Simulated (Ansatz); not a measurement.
Start from `[OH][Ge]([OH])([Cl])[Cl]` and change one atom or group to get `[OH][Ge]([F])([Cl])[Cl]`.

Ansatz, PBE0-D4/def2-TZVP geometries, multiplicity 1. Each molecule was computed in one conformer, which needn't be the lowest.

Scalar relativity is left out up to krypton.

| property | `[OH][Ge]([OH])([Cl])[Cl]` |
| --- | --- |
| HOMO energy (ωB97M-V/def2-TZVPP) / eV | -11.64 |
| HOMO–LUMO gap (PBE0/def2-TZVPP) / eV | 8.23 |
| LUMO energy (PBE0/def2-TZVPP) / eV | -1.12 |
| ideal-gas entropy at 298 K and 1 bar (rigid rotor, harmonic PBE0-D4/def2-TZVP) / J/(mol·K) | 370 |
| HOMO–LUMO gap (PBE/def2-TZVPP) / eV | 5.67 |
| HOMO energy (PBE/def2-TZVPP) / eV | -7.81 |

Problem. Give the same properties after the change, and the shifts. (An estimate is asked.)

Solution. The calculation gave: 
| property | `[OH][Ge]([F])([Cl])[Cl]` | shift |
| --- | --- | --- |
| HOMO energy (ωB97M-V/def2-TZVPP) / eV | -12.07 | -0.43 |
| HOMO–LUMO gap (PBE0/def2-TZVPP) / eV | 8.34 | 0.11 |
| LUMO energy (PBE0/def2-TZVPP) / eV | -1.45 | -0.33 |
| ideal-gas entropy at 298 K and 1 bar (rigid rotor, harmonic PBE0-D4/def2-TZVP) / J/(mol·K) | 361 | -9 |
| HOMO–LUMO gap (PBE/def2-TZVPP) / eV | 5.75 | 0.08 |
| HOMO energy (PBE/def2-TZVPP) / eV | -8.24 | -0.43 |

With PBE0 the HOMO falls by 0.45 eV and the LUMO falls by 0.33 eV, so the gap widens by about 0.12 eV. PBE moves the HOMO by -0.43 eV and ωB97M-V by -0.43 eV. The zero-point energy changes by -30.0 kJ/mol with -3 modes.
